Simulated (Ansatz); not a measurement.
Start from `[Cl][Ga]([Cl])[GeH3]` and change one element to get `Cl[B](Cl)[GeH3]`.

Ansatz, PBE0-D4/def2-TZVP geometries, multiplicity 1. 

Scalar relativity is left out up to krypton.

```tsv
property	`[Cl][Ga]([Cl])[GeH3]`
HOMO energy (PBE0/def2-TZVPP) / eV	-8.37
LUMO energy (PBE0/def2-TZVPP) / eV	-1.94
HOMO energy (ωB97M-V/def2-TZVPP) / eV	-10.38
HOMO energy (PBE/def2-TZVPP) / eV	-7.21
LUMO energy (B3LYP/def2-TZVPP) / eV	-2.16
LUMO energy (ωB97M-V/def2-TZVPP) / eV	-0.18
```

(1) What does the change do to each property? (An estimate is asked.)

Results:

(1) Ansatz gave: 
```json
{"property": "HOMO energy (PBE0/def2-TZVPP) / eV", "`Cl[B](Cl)[GeH3]`": "-8.28", "shift": "0.09"}
{"property": "LUMO energy (PBE0/def2-TZVPP) / eV", "`Cl[B](Cl)[GeH3]`": "-2.11", "shift": "-0.17"}
{"property": "HOMO energy (ωB97M-V/def2-TZVPP) / eV", "`Cl[B](Cl)[GeH3]`": "-10.39", "shift": "-0.01"}
{"property": "HOMO energy (PBE/def2-TZVPP) / eV", "`Cl[B](Cl)[GeH3]`": "-7.06", "shift": "0.15"}
{"property": "LUMO energy (B3LYP/def2-TZVPP) / eV", "`Cl[B](Cl)[GeH3]`": "-2.27", "shift": "-0.11"}
{"property": "LUMO energy (ωB97M-V/def2-TZVPP) / eV", "`Cl[B](Cl)[GeH3]`": "-0.04", "shift": "0.14"}
```

With PBE0 the HOMO rises by 0.09 eV and the LUMO falls by 0.17 eV, so the gap narrows by about 0.26 eV. PBE moves the HOMO by 0.15 eV and ωB97M-V by -0.01 eV.

B3LYP here is the variant with VWN-RPA as its local correlation; programs differ in this.
